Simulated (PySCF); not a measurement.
**How methods differ on the excitation energy of F⁺**

F⁺ [He] 2s2 2p4 (3P) → F⁺ [He] 2s1 2p4 3s1 (5P), as a difference of total energies. All numbers are calculated (PySCF 2.14, the non-relativistic Hamiltonian (point nucleus), in aug-cc-pV5Z (7s6p5d4f3g2h, 127 functions)). Correlated levels: valence: 1s2 frozen. The calculations carry no spin-orbit coupling.

```csv
method,excitation energy (cm⁻¹)
UHF,318470
LDA,322670
PBE,321540
PBE0,323800
r2SCAN,321620
BHandHLYP,328440
HSE06,323730
PW91,322390
MP2 (valence),327520
SCS-MP2 (valence),329230
```

The upper state lies above the first ionisation limit, where it may autoionise and the basis confines it. A Rydberg-like electron needs more diffuse functions than a valence basis has.

The promoted electron is Rydberg-like, and one or two diffuse shells describe it only roughly, which tends to raise the upper state.
